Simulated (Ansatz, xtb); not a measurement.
Ranking isomers of CH5GeO−

4 gas-phase structures of CH5GeO−, found in a search over its isomers (lower ones may exist). Each was relaxed with GFN2-xTB:

A. `O[CH2][GeH2-]`, a singlet
B. a singlet given by its coordinates
C. `[CH3][GeH2][O-]`, a singlet
D. a singlet given by its coordinates

B (Å):

```xyz
8

C    -0.3582   -1.9041    0.6260
Ge   -1.9436   -0.5426    0.8757
O    -3.2934   -1.8657    1.1067
H    -0.0432   -2.3136    1.5936
H    -0.6154   -2.7473   -0.0167
H     0.5120   -1.4126    0.1864
H    -2.0855   -0.3384   -1.0793
H    -3.1468   -2.5158    0.4262
```

Close contacts (Å): C1–Ge2 2.10, Ge2–O3 1.90, C1–H4 1.10, C1–H5 1.09, C1–H6 1.09, Ge2–H7 1.97, O3–H8 0.95.

D (Å):

```csv
atom,x (Å),y (Å),z (Å)
C,-0.3468,-1.7879,0.5042
Ge,-2.9871,-1.5888,-0.4743
O,-1.1190,-1.7098,-0.6375
H,-0.5633,-2.7011,1.0728
H,-0.5343,-0.9384,1.1725
H,0.7211,-1.7905,0.2251
H,-2.9738,-0.2159,0.9272
H,-3.1797,-3.0099,0.8652
```

Close contacts (Å): C1–O3 1.38, Ge2–O3 1.88, C1–H4 1.10, C1–H5 1.10, C1–H6 1.10, Ge2–H7 1.96, Ge2–H8 1.96.

Estimate their order in r2SCAN-D4/def2-SVPD energy at these geometries, lowest first.

Calculated order at r2SCAN-D4/def2-SVPD: B (0.0), C (0.8), D (20.5), A (21.2) kcal/mol. Less than 1 kcal/mol parts B and C; D and A, so the order within those pairs means little.

Energies above the lowest of each column, in kcal/mol:

| structure | GFN2-xTB | HF/STO-3G | r2SCAN-D4/def2-SVPD |
| --- | --- | --- | --- |
| B | 2.1 | 0.0 | 0.0 |
| C | 2.2 | 2.2 | 0.8 |
| D | 0.0 | 31.6 | 20.5 |
| A | 30.1 | 4.5 | 21.2 |

r2SCAN-D4/def2-SVPD puts B lowest, with C within 1 kcal/mol; GFN2-xTB picks D. Flexible structures stand in one conformer each, not always the lowest. Frequencies (PBE-D3(BJ)/def2-SVPD) were run for C alone.

Over these structures GFN2-xTB departs from r2SCAN-D4/def2-SVPD by 9.3 kcal/mol on average once a common shift is removed. A GFN2-xTB relaxation took about 0.11 s and the r2SCAN-D4/def2-SVPD energy about 2 s on a shared host (Ansatz 0.2.0, xtb 6.7.1).
